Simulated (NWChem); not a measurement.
Species: GaP2H5O; SMILES [OH][Ga]([PH2])[PH2]

```xyz
9

Ga     0.2505     0.0040    -0.0032
O      2.0345     0.1489     0.0556
H      2.5273    -0.6770     0.0894
P     -0.7447    -2.0999     0.1011
H      0.1396    -2.6588    -0.8737
H     -1.7456    -1.7573    -0.8590
P     -0.8062     2.0622     0.1007
H     -1.7884     1.7092    -0.8757
H      0.0904     2.6355    -0.8520
```
Atoms are numbered in this order, from 1.

All runs: NWChem. Pople sets run with spherical d functions. The geometry was optimised at PBE0/def2-SVP.

**Question.** Order these by “dipole (D)”, lowest first: B3LYP/6-311G**; B3LYP/3-21G; B3LYP/STO-3G; B3LYP/6-31G*.

**Answer.** B3LYP/STO-3G (1.31), B3LYP/6-311G** (1.80), B3LYP/6-31G* (1.94), B3LYP/3-21G (2.54)
